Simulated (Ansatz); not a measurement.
C$_{3}$H$_{8}$BN (`CC1(C)BN1`), charge 0, multiplicity 1.

Task: Give a relaxed structure at PBE0-D4/def2-TZVP (Ansatz 0.2.0). (Estimate.)

Result: Computed: 
Z-matrix (Å, degrees):
```
C
C 1 1.510
H 1 1.098 2 111.4
H 1 1.092 2 111.5 3 -120.8
H 1 1.094 2 110.6 3 119.1
C 2 1.510 1 113.5 3 -58.6
B 2 1.567 1 121.7 3 140.8
N 2 1.471 1 116.3 3 80.4
H 6 1.092 2 111.5 1 179.5
H 6 1.094 2 110.6 1 -60.3
H 6 1.098 2 111.4 1 58.7
H 7 1.185 2 155.6 1 79.5
H 8 1.004 2 135.7 1 -68.9
```
Point group Cs.
This is one stationary point; other conformers may exist.
